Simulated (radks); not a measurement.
Results of a calculation; reference values are marked as such.
Isoelectronic series with 27 electrons, each ion in its NIST ground configuration. Level of theory: Dirac Kohn-Sham, LDA (Slater exchange, Perdew-Wang correlation), spin-unpolarised, spherical densities, finite nucleus; open shells fill j = l - 1/2 first; Fermi nuclear charge, rms radius of each element as measured or else 0.836 A^(1/3) + 0.57 fm (a radial shooting solver on a logarithmic mesh with Libxc functionals). Total energies (hartree) and mean radii <r> (bohr):

ion,configuration,E (hartree),3d5/2,3d3/2,3p3/2,3p1/2
Co,[Ar] 3d7 4s2,-1390.81403,1.075,1.067,0.8204,0.8104
Cu2+,[Ar] 3d9,-1651.20619,0.9245,0.9184,0.7493,0.7387
Ga4+,[Ar] 3d9,-1936.67180,0.7455,0.7413,0.6744,0.6642
As6+,[Ar] 3d9,-2247.12728,0.6353,0.6318,0.6102,0.6003
Br8+,[Ar] 3d9,-2582.64639,0.5575,0.5543,0.5561,0.5464
Rb10+,[Ar] 3d9,-2943.36788,0.4986,0.4955,0.5104,0.5008
Nb14+,[Ar] 3d9,-3741.15238,0.4137,0.4107,0.4378,0.4282
Tc16+,[Ar] 3d9,-4178.64987,0.3819,0.3788,0.4086,0.3989
Rh18+,[Ar] 3d9,-4642.21385,0.3548,0.3517,0.3830,0.3732
Ag20+,[Ar] 3d9,-5132.12106,0.3314,0.3283,0.3604,0.3504
In22+,[Ar] 3d9,-5648.66798,0.3110,0.3079,0.3402,0.3301
Sb24+,[Ar] 3d9,-6192.17774,0.2930,0.2898,0.3222,0.3119
I26+,[Ar] 3d9,-6762.99640,0.2771,0.2738,0.3059,0.2954
Cs28+,[Ar] 3d9,-7361.4987,0.2628,0.2595,0.2911,0.2804
La30+,[Ar] 3d9,-7988.0846,0.2500,0.2466,0.2777,0.2668
Pr32+,[Ar] 3d9,-8643.1860,0.2383,0.2348,0.2654,0.2542
Pm34+,[Ar] 3d9,-9327.2560,0.2277,0.2242,0.2542,0.2427
Eu36+,[Ar] 3d9,-10040.7729,0.2180,0.2144,0.2438,0.2321
Tb38+,[Ar] 3d9,-10784.3436,0.2091,0.2054,0.2342,0.2222
Ho40+,[Ar] 3d9,-11558.4231,0.2009,0.1971,0.2253,0.2130
Tm42+,[Ar] 3d9,-12363.7283,0.1934,0.1895,0.2170,0.2044
Lu44+,[Ar] 3d9,-13200.8100,0.1863,0.1824,0.2093,0.1964
Ta46+,[Ar] 3d9,-14070.5366,0.1798,0.1757,0.2020,0.1888
